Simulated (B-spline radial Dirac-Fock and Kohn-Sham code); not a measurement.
**X-ray emission lines of Cr⁺**

System: the Cr⁺ ion, configuration [Ar] 3d5.

The computed values come from a radial B-spline solver: Dirac-Fock ΔSCF + Breit + QED. A line energy is the difference of two single-hole energies; the list is a selection of electric-dipole transitions between resolved j subshells. Electron correlation is not included.

```tsv
line	energy (eV)	wavelength (Å)
Kβ1 (K-M3)	5943.9	2.0859
Kβ3 (K-M2)	5942.9	2.0863
Kα1 (K-L3)	5414.0	2.2901
Kα2 (K-L2)	5405.6	2.2936
Lβ3 (L1-M3)	652.6	18.999
Lβ4 (L1-M2)	651.6	19.027
Lη (L2-M1)	503.8	24.608
Lℓ (L3-M1)	495.4	25.026
```
